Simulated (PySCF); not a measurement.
Molecule: `InChI=1S/C2H7NOSSi/c1-5-6-3-2-4/h2H,6H2,1H3,(H,3,4)`.

Mapped SMILES: `[CH3:1][S:2][SiH2:3][NH:4][CH:5]=[O:6]`. Each H is labelled by its parent atom.

Geometry PBE0-D3(BJ)/def2-SVP throughout; GIAO in PySCF, gas phase, one conformer, non-relativistic; equivalent atoms averaged; basis pcSseg-1.

Question: How do the absolute shieldings σ depend on the functional? (a selection of nuclei; ppm; last column core-seconds on 1 thread of an Arm Neoverse N1, shared host)

Answer: 
```
functional                    kind    C5     C1     S2    Si3     N4      O6  H(C5)  H(Si3)  H(C1)  core-s
      PBE0           global hybrid  17.1  172.5  720.1  372.3  141.0  -126.3  23.09   25.88  29.32      24
  mPW1PW91           global hybrid  16.1  171.3  716.5  371.1  140.1  -126.2  23.15   25.98  29.37      24
      WP04           global hybrid   5.1  156.8  651.4  361.7  126.7  -119.4  23.64   26.85  29.65      24
     B97-2           global hybrid  19.8  170.8  714.7  378.6  141.9  -114.5  23.23   26.09  29.41      24
 BHandHLYP           global hybrid  12.1  172.6  723.8  380.6  143.6  -126.9  23.35   26.34  29.51      23
 CAM-B3LYP  range-separated hybrid  10.7  171.6  709.5  365.1  139.8  -131.1  23.19   26.09  29.42      33
   wB97X-D  range-separated hybrid  15.4  173.1  722.5  373.3  142.2  -121.4  23.24   26.10  29.48      32
   LC-wPBE  range-separated hybrid  14.3  178.9  741.1  378.1  149.3  -121.4  23.25   26.18  29.51      40
```

Question: Which nucleus among those listed moves most, in ppm?

Answer: S2 (sulfur bonded to C, Si): from 651.4 ppm with WP04 to 741.1 ppm with LC-wPBE. The smallest spread is 0.34 ppm, at H(C1). Proton shifts span only some 12 ppm, so a few tenths of a ppm matter as much there as several ppm in carbon.
